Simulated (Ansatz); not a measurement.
Consider the cleavage of the Si–Si bond: `[SiH3]O[SiH2][SiH3]` + CH₃SH → `CS[SiH2]O[SiH3]` + SiH₄.

Calculated with Ansatz (gas phase, PBE0-D4/def2-TZVP geometries, no zero-point term in ΔE). CCSD(T)/CBS is the MP2 limit (def2-TZVPP, def2-QZVPP) plus CCSD(T) − MP2 in def2-TZVPP, frozen cores. This one scheme is used for every species. DFT in def2-TZVPP. Each species was taken in one conformer, which may not be the lowest.

`[SiH3]O[SiH2][SiH3]`:

Z-matrix (Å, degrees):
```
Si
O 1 1.634
H 1 1.489 2 109.8
H 1 1.484 2 109.3 3 120.0
H 1 1.484 2 109.4 3 -120.0
Si 2 1.640 1 145.7 3 1.8
Si 6 2.347 2 111.8 1 -2.1
H 6 1.488 2 108.6 1 -123.4
H 6 1.488 2 108.8 1 119.2
H 7 1.488 6 111.0 2 60.7
H 7 1.489 6 108.8 2 -179.8
H 7 1.488 6 111.0 2 -60.2
```

CH₃SH:

Z-matrix (Å, degrees):
```
C
S 1 1.806
H 1 1.089 2 111.5
H 1 1.089 2 111.5 3 -123.8
H 1 1.090 2 106.2 3 118.1
H 2 1.342 1 97.1 3 61.9
```

`CS[SiH2]O[SiH3]`:

Z-matrix (Å, degrees):
```
C
S 1 1.818
H 1 1.089 2 111.1
H 1 1.089 2 106.8 3 118.7
H 1 1.090 2 110.9 3 -122.7
Si 2 2.118 1 99.8 3 67.8
O 6 1.636 2 112.7 1 -67.5
H 6 1.483 2 110.2 1 51.1
H 6 1.482 2 105.2 1 172.0
Si 7 1.641 6 139.1 2 -31.9
H 10 1.483 7 107.6 6 -173.4
H 10 1.487 7 110.1 6 67.4
H 10 1.485 7 110.8 6 -53.5
```

SiH₄:

Cartesian coordinates in Å:
```
Si 0.000 0.000 0.000
H -0.375 1.236 -0.732
H 0.598 0.362 1.310
H 0.988 -0.768 -0.799
H -1.211 -0.830 0.221
```

| level | ΔE (kcal/mol) |
| --- | --- |
| ωB97M-V | -19.5 |
| CCSD(T)/def2-TZVPP | -18.4 |

Task: What does CCSD(T)/CBS give? (Estimate.)

Result: The calculation gave: -18.8 kcal/mol. The listed levels differ from it by -0.7, 0.4 kcal/mol.

Largest T1 diagnostic among the species: 0.012.

The D4 term adds −1.4 kcal/mol with B3LYP and −0.8 kcal/mol with PBE0; it sums over pairs of atoms, weighted by their polarisabilities, and B3LYP, whose exchange is more repulsive, gets the larger term.

B3LYP here is the variant with VWN-RPA as its local correlation; programs differ in this.
